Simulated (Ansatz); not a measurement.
`O[SiH2][SiH](O)F` + H• → `O[SiH][SiH](O)F`• + H₂  (hydrogen abstraction from the Si–H bond)

Computed with Ansatz on PBE0-D4/def2-TZVP structures; ΔE is electronic, products minus reactants. CCSD(T)/CBS is the MP2 limit (def2-TZVPP, def2-QZVPP) plus CCSD(T) − MP2 in def2-TZVPP, frozen cores. This one scheme is used for every species, atoms too. DFT in def2-TZVPP. No spin–orbit coupling; open shells (•) take unrestricted orbitals. One conformer a species, not always the lowest.

`O[SiH2][SiH](O)F`:

```xyz
10

O     0.062   -1.770   -0.095
Si    0.968   -0.425   -0.463
Si   -0.480    1.255    0.319
O    -1.950    0.550    0.433
F     0.030    1.752    1.754
H     0.428   -2.636   -0.279
H     1.225   -0.335   -1.930
H     2.294   -0.462    0.217
H    -0.633    2.475   -0.504
H    -1.943   -0.405    0.547
```

`O[SiH][SiH](O)F`•:

```xyz
9

O     0.587    1.655    0.637
Si    1.325    0.306   -0.008
Si   -0.501   -1.157   -0.215
O    -1.618   -0.591    0.835
F    -1.069   -1.162   -1.713
H     1.052    2.492    0.588
H     2.059    0.675   -1.260
H    -0.243   -2.572    0.123
H    -1.592    0.353    1.013
```

H₂:

Z-matrix (Å, degrees):
```
H
H 1 0.746
```

| species | ωB97X-V energy (Eh) |
| --- | --- |
| `O[SiH2][SiH](O)F` | -832.39938 |
| H• | -0.50049 |
| `O[SiH][SiH](O)F`• | -831.74900 |
| H₂ | -1.17262 |

Problem. Work out ΔE.

Solution. ΔE = (-831.74900) + (-1.17262) − (-832.39938) − (-0.50049) = -0.02175 Eh = -57.1 kJ/mol. CCSD(T)/CBS gives -63.3 kJ/mol.

Largest T1 diagnostic among the species: 0.015.

In def2-TZVPP, CCSD(T) changes the Hartree–Fock value by −27.6 kJ/mol (the triples alone add −0.5 kJ/mol) and MP2 by −15.9 kJ/mol. From PBE to PBE0 (25 % exact exchange), in def2-TZVPP and without D4, ΔE moves by +8.5 kJ/mol.
